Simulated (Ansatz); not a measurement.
Species, as SMILES: [AlH] (AlH) (closed-shell singlet).
Geometry (B3LYP-D3(BJ)/def2-TZVP, fixed):
```xyz
2

Al     0.0000     0.0000    -0.1187
H      0.0000     0.0000     1.5432
```
Charge 0, spin multiplicity 1.

Basis-set convergence of the dipole moment at PBE with Ansatz (a program for electronic structure). Dipoles come from the density behind the forces; the sign is taken along the dipole that this method gives in the largest set. Cartesian d functions, on some or all atoms, in 6-31G*, 6-31+G*; all else is spherical. The program fits the integrals of some runs and decomposes those of others, by size. No added dispersion term, no relativity. Reference: the value in aug-cc-pV(5+d)Z, 0.155 D, itself unsure by roughly 0.002 D (its mean distance from aug-pcseg-3, aug-cc-pV(Q+d)Z, def2-QZVPPD). Deviations are taken from unrounded values.

| basis | functions | dipole moment (D) | minus reference (D) |
|---|---|---|---|
| 6-31G* | 21 | -0.306 | -0.461 |
| 6-31+G* | 25 | -0.159 | -0.314 |
| def2-SVPD | 32 | 0.095 | -0.060 |
| def2-TZVPD | 52 | 0.150 | -0.005 |
| cc-pV(T+d)Z | 53 | 0.076 | -0.079 |
| cc-pV(Q+d)Z | 94 | 0.128 | -0.027 |
| def2-QZVPPD | 109 | 0.154 | -0.002 |
| aug-pcseg-3 | 138 | 0.155 | -0.001 |
| pcseg-4 | 166 | 0.160 | 0.005 |

The smallest set listed that lies within 0.05 D of the reference with all its larger relatives (same family, alike in diffuse functions; a set with none counts only in the reference's own line) is def2-TZVPD (52 functions, -0.005 D off). Inside, with no larger relative to test it: aug-pcseg-3, pcseg-4. (Relatives not listed, tested too: def2-TZVPPD -0.003, cc-pV(5+d)Z -0.007 D.)
